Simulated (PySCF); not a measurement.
**`C[C@@H]1[SiH2][C@@H](F)[Si@H]1C#N`, C$_{4}$H$_{8}$FNSi$_{2}$**

Cartesian coordinates in Å; atom numbers follow the order of the lines, from 1:
```xyz
16

C    -2.068    0.132    0.441
C    -0.717    0.542   -0.143
Si   -0.029   -0.611   -1.537
C     1.328   -1.150   -0.252
F     2.641   -1.098   -0.705
Si    0.795    0.221    1.009
C     1.972    1.666    0.985
N     2.682    2.564    0.966
H    -2.856    0.242   -0.302
H    -2.054   -0.907    0.766
H    -2.325    0.751    1.299
H    -0.795    1.585   -0.457
H     0.546    0.093   -2.677
H    -0.923   -1.695   -1.943
H     1.203   -2.166    0.134
H     0.592   -0.162    2.406
```

Computed, not measured: PySCF 2.14.0, TDDFT BHandHLYP/def2-SVPD circular dichroism and optical rotation, one conformer, gas phase. Geometry: GFN2-xTB.

Question: Draw the ECD and absorption spectra from the lowest 16 states, each a Gaussian of half-width 0.2 eV at 1/e height.

Answer: 
| E (eV) | λ (nm) | Δε (L mol⁻¹ cm⁻¹) | ε (L mol⁻¹ cm⁻¹) |
| --- | --- | --- | --- |
| 5.65 | 219 | -0.03 | 2.95 |
| 5.80 | 214 | -0.74 | 71.5 |
| 5.95 | 208 | -5.63 | 573 |
| 6.10 | 203 | -11.15 | 1630 |
| 6.25 | 198 | +8.52 | 2290 |
| 6.40 | 194 | +33.53 | 2400 |
| 6.55 | 189 | +15.68 | 2770 |
| 6.70 | 185 | -19.32 | 7530 |
| 6.85 | 181 | -26.18 | 11300 |
| 7.00 | 177 | +3.72 | 6860 |
| 7.15 | 173 | +19.35 | 3770 |
| 7.30 | 170 | +10.56 | 4200 |
| 7.45 | 166 | -7.69 | 4130 |
| 7.60 | 163 | -11.66 | 2770 |
| 7.75 | 160 | -10.86 | 1580 |
| 7.90 | 157 | -8.90 | 1060 |
| 8.05 | 154 | -2.03 | 1090 |
| 8.20 | 151 | +5.74 | 2090 |

Δε uses R in velocity form, ε uses f in length form. Only the states computed contribute, so the short-wavelength end is incomplete.
